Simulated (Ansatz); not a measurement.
`C[SiH2][GeH2][CH3]`, charge 0, multiplicity 1.

Task: Give a relaxed structure at PBE0-D4/def2-TZVP (Ansatz 0.2.0). (Estimate.)

Result: Computed: 
Z-matrix (Å, degrees):
```
C
Si 1 1.878
H 1 1.092 2 110.8
H 1 1.092 2 110.9 3 -120.1
H 1 1.092 2 110.7 3 119.9
Ge 2 2.382 1 111.1 3 -60.3
H 2 1.491 1 109.8 3 179.5
H 2 1.490 1 110.1 3 61.4
C 6 1.962 2 111.2 1 -57.5
H 6 1.545 2 109.8 1 63.0
H 6 1.543 2 110.6 1 -179.0
H 9 1.090 6 110.4 2 179.6
H 9 1.091 6 110.3 2 59.7
H 9 1.091 6 110.2 2 -60.3
```
This is one stationary point; other conformers may exist.
